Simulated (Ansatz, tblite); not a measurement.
Forces on Al₆N₇H₂₀⁺, a cluster cut from zinc blende AlN (hydrogen-capped) at its PBE-D4/def2-SVP geometry. The state is a singlet with charge 1.

The xTB rows come from tblite. Single mean-field runs in def2-TZVP are fitted with def2-universal-jkfit.

GFN2-xTB (tblite), largest force 0.88 eV/Å:

```xyz
33
positions Å, forces eV/Å
N    -1.979    0.571   -1.907   -0.314    0.076   -0.315
N     0.972    0.263    3.170    0.103    0.119    0.195
N     0.540    1.776   -0.782    0.026    0.253   -0.299
N    -1.347    0.148    1.070   -0.181   -0.079    0.170
N    -1.184   -2.209   -0.917   -0.223   -0.395   -0.208
N     1.367   -1.001    0.333    0.130   -0.210    0.085
N     0.739   -0.579   -2.646    0.103   -0.099   -0.427
Al   -0.686    1.180    2.627   -0.089   -0.053   -0.301
Al   -1.327    1.518   -0.262   -0.123    0.433    0.419
Al   -1.131   -1.072   -2.495   -0.176   -0.146   -0.420
Al    2.345   -0.104    1.804   -0.114   -0.043   -0.293
Al    1.703    0.236   -1.084    0.546    0.149    0.236
Al   -0.420   -1.487    0.772    0.062   -0.096    0.379
H    -1.998    1.255   -2.684    0.129   -0.208    0.331
H    -2.989    0.399   -1.755    0.376    0.009    0.060
H     0.759   -0.590    3.716    0.000    0.128   -0.199
H     1.424    0.883    3.865   -0.161   -0.185   -0.305
H     0.601    2.432   -1.578   -0.035   -0.226    0.226
H     0.975    2.302    0.001   -0.207   -0.364   -0.192
H    -2.324   -0.082    1.324    0.307    0.108   -0.059
H    -2.159   -2.503   -0.732    0.342    0.199   -0.002
H    -0.719   -3.111   -1.122   -0.071    0.373    0.110
H     1.904   -1.873    0.176   -0.136    0.296    0.061
H     0.875    0.041   -3.464   -0.074   -0.123    0.385
H     1.292   -1.410   -2.919   -0.192    0.249    0.215
H    -0.203    2.517    1.838   -0.113   -0.101    0.246
H    -1.758    1.207    3.804    0.415   -0.113   -0.427
H    -2.246    2.802   -0.122    0.404   -0.678   -0.125
H    -1.761   -1.725   -3.798    0.345    0.341    0.739
H     2.618    1.322    1.071    0.107   -0.192    0.186
H     3.512   -1.026    2.373   -0.509    0.279   -0.177
H     3.180    0.505   -1.595   -0.752   -0.189    0.189
H    -0.574   -2.584    1.919    0.076    0.490   -0.486
```

r2SCAN-D4/def2-TZVP (Ansatz), largest force 0.54 eV/Å:

```
N -0.270 0.102 -0.174
N 0.068 -0.044 0.321
N 0.141 0.313 0.029
N -0.146 0.009 0.053
N -0.130 -0.294 -0.022
N 0.117 -0.102 -0.019
N 0.155 -0.077 -0.289
Al 0.078 -0.150 -0.098
Al 0.082 -0.155 -0.035
Al 0.072 0.078 0.145
Al -0.191 -0.038 -0.023
Al -0.171 -0.049 0.032
Al 0.010 0.120 -0.149
H 0.024 -0.334 0.380
H 0.488 0.072 -0.069
H 0.105 0.437 -0.295
H -0.220 -0.298 -0.343
H -0.044 -0.338 0.368
H -0.219 -0.262 -0.393
H 0.462 0.112 -0.114
H 0.475 0.153 -0.094
H -0.221 0.447 0.095
H -0.250 0.413 0.079
H -0.075 -0.293 0.406
H -0.273 0.393 0.138
H -0.051 -0.172 0.101
H 0.122 -0.005 -0.144
H 0.099 -0.150 -0.013
H 0.075 0.079 0.155
H -0.040 -0.174 0.098
H -0.139 0.107 -0.075
H -0.164 -0.038 0.059
H 0.028 0.139 -0.113
```

PBE0-D4/def2-TZVP (Ansatz), largest force 0.63 eV/Å:

```
N -0.365 0.148 -0.228
N 0.089 -0.063 0.427
N 0.182 0.409 0.031
N -0.225 -0.014 0.063
N -0.175 -0.398 -0.028
N 0.154 -0.174 -0.040
N 0.219 -0.098 -0.386
Al 0.104 -0.193 -0.143
Al 0.136 -0.229 -0.029
Al 0.104 0.111 0.209
Al -0.255 -0.043 -0.043
Al -0.251 -0.066 0.074
Al 0.029 0.186 -0.182
H 0.045 -0.395 0.451
H 0.582 0.075 -0.068
H 0.116 0.502 -0.356
H -0.256 -0.340 -0.412
H -0.054 -0.407 0.438
H -0.259 -0.327 -0.437
H 0.561 0.136 -0.139
H 0.558 0.199 -0.106
H -0.246 0.537 0.111
H -0.304 0.501 0.095
H -0.098 -0.336 0.489
H -0.327 0.458 0.179
H -0.051 -0.151 0.076
H 0.114 -0.007 -0.134
H 0.098 -0.137 -0.008
H 0.071 0.074 0.145
H -0.037 -0.155 0.072
H -0.131 0.098 -0.069
H -0.153 -0.031 0.060
H 0.025 0.131 -0.111
```
